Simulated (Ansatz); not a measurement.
## From CH3Br to C4H9Br: predicting a member

On one C centre that keeps Br, n of the H ligands are replaced by CH3. The HOMO–LUMO gap y in eV at wB97M-V/def2-TZVPP. Shapes, held fixed at every level: PBE0-D4/def2-TZVP. Programs: Ansatz 0.2.0.

| molecule | n | y (eV) |
| --- | --- | --- |
| CH3Br | 0 | 12.25 |
| C2H5Br | 1 | ? |
| C3H7Br | 2 | 12.20 |
| C4H9Br | 3 | 12.04 |

Task: Fit y = c + s·n to the known rows and predict C2H5Br.

Result: 
1. Means of the 3 rows: n = 1.66667, y = 12.163.
2. Σ(Δn)² = 4.6667, Σ(Δn·Δy) = -0.29667, so the slope is -0.29667/4.6667 = -0.063572.
3. Intercept: 12.163 − (-0.063572) × 1.66667 = 12.269. The largest residual of the fit is 0.058.
4. C2H5Br: 12.269 + (-0.063572) × 1 = 12.21 eV.

The run gave 12.23 eV, so the prediction is off by -0.02 eV, within the scatter of the fit. The step per swap changes from -0.02 to -0.16 eV along the series, so a line misses the bend. Other levels give for C2H5Br: SPW92/def2-TZVPP 5.58; PBE-D4/def2-TZVPP 5.66; BHLYP-D4/def2-TZVPP 10.14 eV. Orbital gaps aren't excitation energies, and the LUMO depends on the basis. The series runs otherwise at BHLYP-D4/def2-TZVPP. Relativity is left out for Br unless named.
